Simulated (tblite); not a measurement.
Species: C8H7FS.
Bonds: C1–C2 (double), C2–C3, C3–C4 (aromatic), C4–F5, C4–C6 (aromatic), C6–C7 (aromatic), C7–C8 (aromatic), C8–C9 (aromatic), C9–S10, C3–C9 (aromatic). Hydrogens: H11, H12 on C1; H13 on C2; H14 on C6; H15 on C7; H16 on C8; H17 on S10.

Structure optimised with GFN2-xTB, isolated species.

Question: Give the optimised bond lengths and angles.

Answer: 
```tsv
bond	length (Å)	order
C1=C2	1.328	double
C2–C3	1.456	single
C3–C4	1.398	aromatic
C4–F5	1.349	single
C4–C6	1.382	aromatic
C6–C7	1.383	aromatic
C7–C8	1.382	aromatic
C8–C9	1.388	aromatic
C9–S10	1.769	single
C3–C9	1.408	aromatic
C1–H11	1.077	single
C1–H12	1.074	single
C2–H13	1.083	single
C6–H14	1.078	single
C7–H15	1.079	single
C8–H16	1.081	single
S10–H17	1.333	single
```

Orders are formal, as drawn. A selection of angles:
```tsv
angle	degrees
C1–C2–C3	128.3
C2–C3–C4	124.8
C2–C3–C9	119.5
C4–C3–C9	115.7
C3–C4–F5	120.2
C3–C4–C6	123.4
F5–C4–C6	116.5
C4–C6–C7	119.2
C6–C7–C8	119.7
C7–C8–C9	120.4
C8–C9–S10	119.2
C3–C9–C8	121.6
C3–C9–S10	119.2
H17–S10–C9	95.4
```

Dihedral angles: C1–C2–C3–C4 -3° (synperiplanar); H17–S10–C9–C8 0° (synperiplanar). The mirror-image conformer, all signs reversed, is as good.

Of the pairs four or more bonds apart, S10···H13 is among the closest relative to their van der Waals radii: 2.41 Å, 80 % of the sum of Bondi's values. The 6-membered ring C3–C4–C6–C7–C8–C9 has internal angles of 115.7° to 123.4°; it is planar, 0.00 Å rms from its mean plane, widest ring torsion 0°. The C–C distances run from 1.328 Å (C1=C2, drawn double) to 1.456 Å (C2–C3, drawn single), a spread of 0.128 Å. The 10 heavy atoms lie in one plane (0.012 Å rms).

Point group: near Cs, missed by 0.14 Å at most; the miss may be what the optimiser left on a soft mode. GFN2-xTB frequencies show an imaginary mode (70i cm⁻¹), so the point is no minimum at that level. Torsions: C1–C2–C3–C4 -3°, C8–C9–S10–H 0°. 2 starts were optimised and ended at 0.00 and 0.93 kcal/mol (GFN2-xTB); the lowest of these is shown.

All values are computed, not measured.
